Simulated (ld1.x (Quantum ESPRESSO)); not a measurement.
## Varying the TM potential for praseodymium (Pr)

Base potential:

Pr (Z = 59), norm-conserving Troullier–Martins (Kleinman–Bylander form), made with ld1.x (Quantum ESPRESSO) 7.5 (PBE, scalar-relativistic). Core [Xe], reference 4f3 5d0 6s2 6p0. Waves: 6s (bound): rc 4.00 bohr; 6p (bound, empty): rc 4.10 bohr; 5d (bound, empty): rc 2.60 bohr; 4f (bound): rc 0.85 bohr. Local part: all-electron potential smoothed inside 0.65 bohr (lloc = -1). Core correction: none.

All-electron outer shells of the reference configuration (PBE, scalar-relativistic, ld1.x):

```
shell  level (eV)  outermost node (bohr)  outermost maximum (bohr)
   5s      -39.03                   0.74                      1.35
   5p      -21.47                   0.79                      1.53
   6s       -3.46                   1.81                      3.85
   5d       -2.02                   0.91                      2.28
   4f       -1.25                      –                      0.69
   6p       -1.24                   2.18                      5.13
```

Cutoffs, loose and tight: the cutoffs (Ry, on a coarse ladder) from which the occupation-weighted sum of valence levels, in a spherical-Bessel basis at the reference potential, stays within 10 and 1 mRy of its value at 400 Ry. They do not see the model core or the augmentation charge, which bear on the density cutoff. Test errors are all-electron minus pseudo excitation energies from the reference, over the configurations 4f3 5d0 6s1 6p0; 4f3 5d0 6s0 6p0; 4f2 5d0 6s0 6p0; 4f1 5d0 6s0 6p0; 4f3 5d0 6s1 6p1; 4f3 5d0 6s0 6p1; 4f2 5d0 6s2 6p0. A dash means not determined; rows that change the core or the reference have their own tests. The largest error is taken over the tests solved by every variant that gives reliable tests at all: 4f1 5d0 6s0 6p0; 4f2 5d0 6s0 6p0; 4f3 5d0 6s0 6p0; 4f3 5d0 6s0 6p1.

A true bound ghost makes a file unfit for plane-wave use even where its test errors are small: the radial tests pick states by their node count and pass the ghost by. Where a test does run into it, the solver fails or the error is huge.

| change | outcome | cutoff, loose | cutoff, tight | bound ghosts | largest test error (meV) |
| --- | --- | --- | --- | --- | --- |
| base | generated | over 300 Ry | over 300 Ry | s, p, d | -4850 |
| wave 6s (bound): rc 4.00 bohr becomes 6s (bound): rc 2.70 bohr | generated | over 300 Ry | over 300 Ry | s, p, d | -5662 |
| wave 6s (bound): rc 4.00 bohr becomes 6s (bound): rc 2.96 bohr | generated | over 300 Ry | over 300 Ry | s, p, d | -5111 |
| wave 6s (bound): rc 4.00 bohr becomes 6s (bound): rc 3.40 bohr | generated | over 300 Ry | over 300 Ry | s, p, d | -4824 |
| wave 6s (bound): rc 4.00 bohr becomes 6s (bound): rc 3.76 bohr | generated | over 300 Ry | over 300 Ry | s, p, d | -4788 |
| wave 6s (bound): rc 4.00 bohr becomes 6s (bound): rc 4.42 bohr | generated | over 300 Ry | over 300 Ry | s, p, d | -5045 |
| wave 6s (bound): rc 4.00 bohr becomes 6s (bound): rc 4.66 bohr | generated | over 300 Ry | over 300 Ry | s, p, d | -5191 |
| wave 6s (bound): rc 4.00 bohr becomes 6s (bound): rc 5.16 bohr | generated | over 300 Ry | over 300 Ry | s, p, d | -5594 |
| wave 6s (bound): rc 4.00 bohr becomes 6s (bound): rc 5.46 bohr | generated | over 300 Ry | over 300 Ry | s, p, d | -5844 |
| wave 6s (bound): rc 4.00 bohr becomes 6s (bound): rc 5.90 bohr | generated | over 300 Ry | over 300 Ry | s, p, d | -6268 |

Reading the sweep of the s radius (base included, trends over the rows without a ghost): Bound ghosts are found at 2.7, 2.96, 3.4, 3.76, 4, 4.42, 4.66, 5.16, 5.46, 5.9 bohr. Every judged row has one, so this setting neither creates nor removes them.
